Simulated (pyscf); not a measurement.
# HO–SiH(OH)–SH, singlet

Gas-phase minimum from PySCF at ωB97X-D3(BJ)/def2-SVP, one conformer. 

SMILES: O[SiH](O)S
```xyz
8

O      0.2809     0.2614     1.8953
Si    -0.6394    -0.7989     1.0298
O      0.1162    -2.2734     1.0311
S     -0.8497    -0.2739    -1.0364
H      1.1893     0.3902     1.6009
H     -1.9624    -0.7864     1.6905
H     -0.1779    -2.9270     0.3886
H     -1.7478     0.7032    -0.8039
```
Charge 0, spin multiplicity 1.

Bond lengths (Å): O1–Si2 1.649, O1–H5 0.964, Si2–O3 1.657, Si2–S4 2.142, Si2–H6 1.479, O3–H7 0.963, S4–H8 1.347. Bond angles (°): Si2–O1–H5 116.9, O1–Si2–O3 108.5, O1–Si2–S4 113.8, O1–Si2–H6 105.0, O3–Si2–S4 105.3, O3–Si2–H6 114.5, S4–Si2–H6 109.9, Si2–O3–H7 117.7, Si2–S4–H8 94.4.

Properties at ωB97X-D3(BJ)/def2-SVP:

```json
{
 "harmonic_wavenumbers_unscaled": "143, 198, 219, 256, 322, 360, 523, 713, 781, 802, 837, 882, 916, 987, 2316, 2761, 3927, 3938 cm⁻¹",
 "zero_point_energy": "29.9 kcal/mol",
 "rotational_symmetry_number": "1",
 "Entropy of this conformer at 298 K and 1 atm, rigid rotor and harmonic oscillator, modes under 100 cm⁻¹ raised to 100": "329.2 J/(mol K)",
 "dipole_moment": "0.80 D"
}
```

Single-point totals, which compare only within one level (frozen core for MP2 and CC):

```tsv
level	total energy (hartree)
ωB97X-D3(BJ)/def2-TZVP	-840.82808
PBE/def2-TZVP	-840.27985
r²SCAN/def2-TZVP	-840.63965
B3LYP-D3(BJ)/def2-TZVP	-840.81535
PBE0-D3(BJ)/def2-TZVP	-840.34715
M06-2X/def2-TZVP	-840.67034
ωB97M-D3(BJ)/def2-TZVP	-840.88873
HF/def2-TZVPP	-838.75560
MP2/def2-TZVPP	-839.53642
CCSD/def2-TZVPP	-839.56722
CCSD(T)/def2-TZVPP	-839.59800
```

Soft torsions are taken as harmonic, which can shift the entropy by several J/(mol K). The CCSD(T) − MP2 part came from Ansatz, without density fitting, on the same reference.
